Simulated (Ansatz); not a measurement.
`CB[SiH3]` + CH₃SH → `CSB[SiH3]` + CH₄  (ligand exchange at a B–C bond)

Gas-phase electronic energies from Ansatz, PBE0-D4/def2-TZVP geometries. CCSD(T)/CBS adds triple-zeta CCSD(T) − MP2 to the extrapolated MP2 energy (def2 sets, frozen cores). This one scheme is used for every species. DFT in def2-TZVPP. Each species was taken in one conformer, which may not be the lowest.

```csv
species,r2SCANh energy (Eh)
`CB[SiH3]`,-356.57966
CH₃SH,-438.66962
`CSB[SiH3]`,-754.79620
CH₄,-40.49979
```

(1) Work out ΔE.

(2) What do rigid-rotor, harmonic-oscillator terms from PBE0-D4/def2-TZVP frequencies (298.15 K, 1 bar) make of the CCSD(T)/CBS value? (Estimate.)

Largest T1 diagnostic among the species: 0.015.

## Answers

(1) ΔE = (-754.79620) + (-40.49979) − (-356.57966) − (-438.66962) = -0.04671 Eh = -122.6 kJ/mol. CCSD(T)/CBS gives -119.9 kJ/mol.

(2) The calculation gave: ΔZPE = +6.6 kJ/mol, ΔH = -112.1 kJ/mol, ΔS = -32 J/(mol·K), ΔG = -102.7 kJ/mol.

Leaving LDA and LC-ωPBE aside and taking each functional with its dispersion term where it has one, the values, not all of them listed here, spread over 12.8 kJ/mol, from PBE-D4 to ωB97X-V. LDA lies −3.6 kJ/mol from PBE without D4. The D4 term adds −4.6 kJ/mol with B3LYP and −2.5 kJ/mol with PBE0; it sums over pairs of atoms, weighted by their polarisabilities, and B3LYP, whose exchange is more repulsive, gets the larger term. In def2-TZVPP, CCSD(T) changes the Hartree–Fock value by −20.7 kJ/mol (the triples alone add −6.2 kJ/mol) and MP2 by −26.4 kJ/mol.

B3LYP here is the variant with VWN-RPA as its local correlation; programs differ in this.
